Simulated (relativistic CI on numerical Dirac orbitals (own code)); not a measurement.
## Spin-allowed bands of a d8 ion in a tetrahedral site, by hand

Problem. Take Δ = 3950 cm⁻¹ and B = 770 cm⁻¹ for a d8 ion in a tetrahedral site. Calculate the three spin-allowed bands.

Working.
1. The terms of highest spin are 3F (energy 0) and 3P (15B = 11550 cm⁻¹). Here the F term splits into A2 at +1.2Δ = 4740, T2 at +0.2Δ = 790 and T1 at −0.6Δ = -2370 cm⁻¹.
2. The two T1 states mix through the element 0.4Δ: H = [[-2370, 1580], [1580, 11550]], with roots ½(H₁₁ + H₂₂) ∓ ½√[(H₂₂ − H₁₁)² + 4H₁₂²] = ½(9180) ∓ ½(14274) = -2547 and 11727 cm⁻¹.
3. The ground term is 3T1 at -2547 cm⁻¹.
4. Bands: 3T2 3337 cm⁻¹ (2997 nm), 3A2 7287 cm⁻¹ (1372 nm), 3T1(P) 14274 cm⁻¹ (701 nm).

Check. Exact diagonalisation of the whole d8 shell with these parameters gives 3T2 3337, 3A2 7287, 3T1 14274 cm⁻¹. The match is exact, since without spin-orbit coupling no other term has this spin. The ratio of the second band to the first, 2.184, depends on Δ/B = 5.1 alone, which is how a Tanabe-Sugano diagram is read.
